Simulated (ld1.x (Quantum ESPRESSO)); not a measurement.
How hard is this thulium (Tm) PAW potential?

```
Element                 : Tm (Z = 69)
Generator               : ld1.x (Quantum ESPRESSO) 7.5
Type                    : PAW
Functional              : LDA (PZ)
Relativity              : scalar-relativistic
Frozen core             : [Kr] 4d10
Valence charge          : 23
Reference configuration : 4f13 5s2 5p6 5d0 6s2 6p0
Partial waves           : 5s (bound): rcut 1.70, rcutus 2.00 bohr; 6s (bound): rcut 1.70, rcutus 2.00 bohr; 5p (bound): rcut 2.05, rcutus 2.25 bohr; 6p (bound, empty): rcut 2.05, rcutus 2.25 bohr; 5d (bound, empty): rcut 3.75, rcutus 4.20 bohr; 5d channel at 3.05 Ry: rcut 3.75, rcutus 4.20 bohr; 4f (bound): rcut 0.65, rcutus 0.85 bohr; 4f channel at 0.95 Ry: rcut 0.65, rcutus 0.85 bohr
Local potential         : all-electron potential smoothed inside 2.90 bohr (lloc = -1)
Core correction         : a·sin(br)/r model core inside 0.50 bohr
Augmentation charge     : BESSEL, radius 0.70 bohr
```

The pseudo-atom Hamiltonian at the reference potential is diagonalised in spherical Bessel functions j_l(qr) that vanish at 20 bohr, with q² up to the cutoff. All-electron valence levels (Ry): 5s -3.9349, 6s -0.2967, 5p -1.9880, 6p -0.0860, 5d -0.0701, 4f -0.2435.

**Question.** How do the lowest levels (Ry) of each channel move with the cutoff, and are there ghosts?

**Answer.**

```tsv
cutoff (Ry)	s #1	s #2	p #1	p #2	d #1	d #2	f #1	Σ f·Δε (mRy)
8	-3.8947	-0.2671	-1.9299	-0.0702	-0.0701	0.0603	0.0999	4951.4
15	-3.9342	-0.2887	-1.9872	-0.0800	-0.0701	0.0602	0.0999	4485.2
25	-3.9347	-0.2965	-1.9879	-0.0859	-0.0701	0.0602	0.0999	4464.1
35	-3.9349	-0.2967	-1.9880	-0.0860	-0.0701	0.0602	0.0999	4462.9
50	-3.9349	-0.2967	-1.9880	-0.0860	-0.0701	0.0602	0.0999	4462.5
70	-3.9349	-0.2967	-1.9880	-0.0860	-0.0701	0.0602	0.0999	4462.4
100	-3.9349	-0.2967	-1.9880	-0.0860	-0.0701	0.0602	0.0998	4461.9
140	-3.9349	-0.2967	-1.9880	-0.0860	-0.0701	0.0602	-0.1235	1558.7
180	-3.9349	-0.2967	-1.9880	-0.0860	-0.0701	0.0602	-0.2364	91.1
260	-3.9349	-0.2967	-1.9880	-0.0860	-0.0701	0.0602	-0.2419	19.2
400	-3.9349	-0.2967	-1.9880	-0.0860	-0.0701	0.0602	-0.2434	0.0
```

Result: no extra level below or beside the all-electron valence levels (s, p, d, f tested); 10 mRy is reached at 300 Ry and 1 mRy at over 300 Ry.

Test run stopped at test 3 of 9 (negative rho).
